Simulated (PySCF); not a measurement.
**How methods differ on the ionisation energy of Sn**

Sn [Kr] 4d10 5s2 5p2 (3P) → Sn⁺ [Kr] 4d10 5s2 5p1 (2P), as a difference of total energies. Computed with PySCF 2.14 in ANO-RCC-VTZP, with the spin-free X2C one-electron Hamiltonian (Gaussian nucleus). Correlated levels: valence: [Kr] 4d10 frozen. The calculations carry no spin-orbit coupling.

Task: Order these methods by the ionisation energy they give, lowest first.
A. CCSD(T) (valence)
B. MP2 (valence)
C. SCS-MP2 (valence)
D. UHF

Result: D (6.863 eV), C (7.083 eV), B (7.142 eV), A (7.193 eV).

A first-order spin-orbit estimate (lowest level to lowest level, LS coupling) adds -0.058 eV.

Errors of the correlated levels include the incompleteness of this basis and the frozen core.

For comparison: 7.344 eV (measured; NIST Atomic Spectra Database, ionization energies).
